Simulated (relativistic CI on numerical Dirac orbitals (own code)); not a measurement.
**Level scheme of Tb32+**

Method of calculation: Dirac-Coulomb-Breit CI, KLI orbitals optimised for each configuration, model QED, unscaled Slater integrals (own radial code, finite nucleus).

Configurations in the expansion (outside the closed core [Ar] 3d10): 4s2.4p3, 4s.4p4, 4s2.4p2.4d, 4p5, 4s.4p3.4d, 4s2.4p2.4f, 4s.4p3.4f, 4p4.4d, 4s.4p2.4d2, 4s2.4p.4d.4f, 4p4.4f, 4s2.4p.4d2, 4s2.4d3, 4s.4p.4d3, 4s2.4d2.4f, 4s.4p.4d2.4f, 4p3.4d2, 4p2.4d3, 4p2.4d2.4f. Double excitations out of closed p, d and f shells are left out; levels of such configurations are missing from the list, as are those of other unlisted configurations, and high levels can miss mixing partners.

The lowest level is 4s2.4p3 2P°_3/2, with 44 % of that term; Hund's rules for 4s2.4p3 give 4S° with J = 3/2, of which the calculation keeps J, while another term leads.

| No. | Configuration | Term | J | E (cm⁻¹) | % | Landé g | jj configuration (%) |
| --- | --- | --- | --- | --- | --- | --- | --- |
| 1 | 4s2.4p3 | 2P° | 3/2 | 0 | 44 | 1.398 | 4p3/2 (98) |
| 2 | 4s2.4p3 | 4S° | 3/2 | 336931 | 52 | 1.439 | 4p1/2 4p3/2^2 (98) |
| 3 | 4s2.4p3 | 2D° | 5/2 | 374126 | 99 | 1.197 | 4p1/2 4p3/2^2 (99) |
| 4 | 4s2.4p3 | 2P° | 1/2 | 422098 | 98 | 0.661 | 4p1/2 4p3/2^2 (98) |
| 5 | 4s2.4p3 | 2P° | 3/2 | 764891 | 54 | 1.289 | 4p3/2^3 (98) |
| 6 | 4s.4p4(3P) | 4P | 5/2 | 931042 | 70 | 1.498 | 4s 4p3/2^2 (88) |
| 7 | 4p2(1S).4d | 2D | 3/2 | 966974 | 28 | 0.894 | 4p1/2^2 4d3/2 (77) |
| 8 | 4s.4p4(1S) | 2S | 1/2 | 1046752 | 50 | 2.208 | 4s 4p3/2^2 (88) |
| 9 | 4s.4p4(1D) | 2D | 3/2 | 1076732 | 26 | 1.083 | 4s 4p3/2^2 (64) |
| 10 | 4p2(3P).4d | 4D | 5/2 | 1117486 | 25 | 1.196 | 4p1/2^2 4d5/2 (85) |
| 11 | 4s.4p4(3P) | 4P | 3/2 | 1285559 | 47 | 1.378 | 4s 4p1/2 4p3/2^3 (68) |
| 12 | 4p2(3P).4d | 4F | 5/2 | 1310905 | 34 | 1.069 | 4p1/2 4p3/2 4d3/2 (77) |
| 13 | 4p2(3P).4d | 4D | 1/2 | 1313855 | 67 | 0.371 | 4p1/2 4p3/2 4d3/2 (89) |
| 14 | 4p2(3P).4d | 2P | 3/2 | 1314139 | 36 | 1.065 | 4p1/2 4p3/2 4d3/2 (71) |
| 15 | 4s.4p4(1D) | 2D | 5/2 | 1345816 | 38 | 1.140 | 4s 4p1/2 4p3/2^3 (51) |
| 16 | 4p2(1D).4d | 2G | 7/2 | 1353549 | 39 | 1.074 | 4p1/2 4p3/2 4d3/2 (90) |
| 17 | 4p2(3P).4d | 4D | 7/2 | 1397275 | 48 | 1.311 | 4p1/2 4p3/2 4d5/2 (98) |
| 18 | 4s.4p4(3P) | 2P | 1/2 | 1418540 | 31 | 1.183 | 4s 4p1/2 4p3/2^3 (48) |
| 19 | 4p2(1D).4d | 2G | 9/2 | 1437544 | 54 | 1.208 | 4p1/2 4p3/2 4d5/2 (97) |
| 20 | 4s.4p4(3P) | 2P | 3/2 | 1444681 | 27 | 1.178 | 4s 4p1/2 4p3/2^3 (45) |
| 21 | 4p2(3P).4d | 4P | 5/2 | 1449056 | 37 | 1.267 | 4p1/2 4p3/2 4d3/2 (49) |
| 22 | 4p2(3P).4d | 2P | 3/2 | 1460198 | 28 | 1.130 | 4p1/2 4p3/2 4d3/2 (52) |
| 23 | 4p2(1D).4d | 2S | 1/2 | 1493474 | 35 | 1.982 | 4p1/2 4p3/2 4d3/2 (68) |
| 24 | 4p2(3P).4d | 4D | 5/2 | 1501446 | 39 | 1.190 | 4p1/2 4p3/2 4d5/2 (43) |
| 25 | 4p2(1D).4d | 2F | 7/2 | 1522943 | 37 | 1.083 | 4p1/2 4p3/2 4d5/2 (80) |
| 26 | 4p2(1D).4d | 2P | 3/2 | 1524469 | 43 | 1.416 | 4p1/2 4p3/2 4d5/2 (50) |
| 27 | 4p2(3P).4d | 2D | 5/2 | 1556335 | 51 | 1.186 | 4p1/2 4p3/2 4d5/2 (76) |
| 28 | 4p2(3P).4d | 2D | 3/2 | 1563154 | 65 | 0.863 | 4p1/2 4p3/2 4d5/2 (67) |
| 29 | 4p2(3P).4d | 2P | 1/2 | 1598674 | 66 | 1.036 | 4p1/2 4p3/2 4d5/2 (71) |
| 30 | 4p2(1D).4d | 2S | 1/2 | 1741992 | 23 | 1.590 | 4s 4p3/2^4 (47) |
| 31 | 4p2(1D).4d | 2F | 7/2 | 1783542 | 46 | 1.265 | 4p3/2^2 4d5/2 (95) |
| 32 | 4p2(1D).4d | 2P | 1/2 | 1790226 | 52 | 1.202 | 4p3/2^2 4d3/2 (73) |
| 33 | 4p2(1D).4d | 2D | 3/2 | 1796202 | 37 | 1.165 | 4p3/2^2 4d3/2 (87) |
| 34 | 4p2(3P).4d | 4F | 9/2 | 1796856 | 54 | 1.231 | 4p3/2^2 4d5/2 (97) |
| 35 | 4p2(1D).4d | 2D | 5/2 | 1801408 | 31 | 1.208 | 4p3/2^2 4d3/2 (78) |
| 36 | 4p2(3P).4d | 2F | 7/2 | 1830873 | 69 | 1.093 | 4p3/2^2 4d3/2 (84) |
| 37 | 4p2(1S).4d | 2D | 3/2 | 1872926 | 58 | 0.951 | 4p3/2^2 4d3/2 (78) |
| 38 | 4p2(1S).4d | 2D | 5/2 | 1889244 | 79 | 1.204 | 4p3/2^2 4d5/2 (97) |
| 39 | 4s.4p3(4S°)<5S°>.4d | 6D° | 5/2 | 1912944 | 33 | 1.340 | 4s 4p3/2 4d3/2 (87) |
| 40 | 4s.4p3(4S°)<5S°>.4d | 6D° | 3/2 | 1916940 | 40 | 1.443 | 4s 4p3/2 4d3/2 (88) |
| 41 | 4s.4p3(4S°)<5S°>.4d | 6D° | 1/2 | 1917107 | 48 | 2.716 | 4s 4p3/2 4d3/2 (88) |
| 42 | 4s.4p3(4S°)<5S°>.4d | 6D° | 7/2 | 1928779 | 35 | 1.364 | 4s 4p3/2 4d3/2 (70) |
| 43 | 4p2(3P).4d | 2D | 3/2 | 1958050 | 50 | 1.108 | 4p3/2^2 4d5/2 (82) |
| 44 | 4p2(1D).4d | 2S | 1/2 | 1959417 | 22 | 1.742 | 4s 4p3/2^4 (44) |
| 45 | 4s.4p3(2D°)<3D°>.4d | 4F° | 3/2 | 1983521 | 27 | 0.981 | 4s 4p3/2 4d3/2 (64) |

Energies count from the lowest computed level; ° marks odd parity. Percentages are summed over parent terms; the parents shown are those of the largest component, closed shells are left out there, and <> holds an intermediate term. Filled j subshells are mostly left out of the jj labels.

The mean weight of the leading LS term, summed over parents, in these 45 levels is 46 %, and that of the leading jj configuration (from the same eigenvectors) 76 %, so jj coupling describes them better and the LS labels are nominal.

At this charge energies of transitions that change n are usually good to better than 1 %, and those within a shell (Δn = 0) to a few per cent.

LS names give the leading component of a level, which can be under half, so a name can repeat, a term be missing and a line seem to break the LS rules.
